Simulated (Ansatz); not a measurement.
Job for Ansatz (a program for electronic structure): R-revPBE/def2-TZVPP on C3H10Si (SMILES C[SiH](C)C).

Ansatz 0.2 input:
```yaml
crystal:
  periodic: [false, false, false]
  atoms:
    - {symbol: Si, position_ang: [0.05755042, 0.21253458, 0.43992762]}
    - {symbol: C, position_ang: [-0.92348872, 1.37200056, -0.66484833]}
    - {symbol: C, position_ang: [1.75364444, -0.10946362, -0.29960255]}
    - {symbol: C, position_ang: [-0.86881492, -1.40502297, 0.66944333]}
    - {symbol: H, position_ang: [0.23181586, 0.85573715, 1.77145512]}
    - {symbol: H, position_ang: [-1.07220559, 0.93280938, -1.65448663]}
    - {symbol: H, position_ang: [-1.90813801, 1.58269629, -0.24205637]}
    - {symbol: H, position_ang: [-0.40620207, 2.32469036, -0.79704748]}
    - {symbol: H, position_ang: [2.34436718, -0.77051415, 0.33815615]}
    - {symbol: H, position_ang: [1.66635075, -0.58272036, -1.28082695]}
    - {symbol: H, position_ang: [2.31310810, 0.81987783, -0.42610162]}
    - {symbol: H, position_ang: [-1.01620976, -1.90796814, -0.28957406]}
    - {symbol: H, position_ang: [-1.85262371, -1.23809703, 1.11321481]}
    - {symbol: H, position_ang: [-0.31935399, -2.08645988, 1.32244698]}
basis:
  gaussian:
    orbitals: def2-TZVPP
hamiltonian:
  xc: {name: revPBE}
scf: {lower_state_search: off}
```

The log:

```
WARN ansatz: RAYON_NUM_THREADS=4 ignored (pool sized by the plan → 4); use --threads N
Functional definition: revPBE
these checks for a lower state are left out or cut short: stability, starts, cluster_reference, orbital_swaps, neighbouring_geometries, increment
integrals: 0.21 GiB planned
1418 factors; their error is unknown
mean field: 1.54 GiB planned
mean field evaluation 1: about -11130.7293 eV, gradient 9.6e1 eV
mean field evaluation 2: about -11104.5741 eV, gradient 1.3e2 eV
mean field evaluation 4: about -11151.5755 eV, gradient 6.7e0 eV
mean field evaluation 8: about -11151.6939 eV, gradient 8.8e-2 eV
mean field evaluation 16: about -11151.6561 eV, gradient 1.0e-4 eV
mean field -11151.65614202 eV, -409.8158043550 hartree, gradient 3.8e-6 eV, S^2 0.000000; 0 other end points of the search recorded, 0 dependent functions left out
reference -11151.65620169 eV, -409.8158065479 hartree; 21, 21 occupied and 254, 254 virtual orbitals, 1418 factors
Total energy: -11151.65620169 eV, -409.8158065479 hartree
Checks for a lower state left out: stability, starts, cluster_reference, orbital_swaps, neighbouring_geometries, increment
```

The calculation finished and met its thresholds.

Cost: around 6 core-seconds (rough).
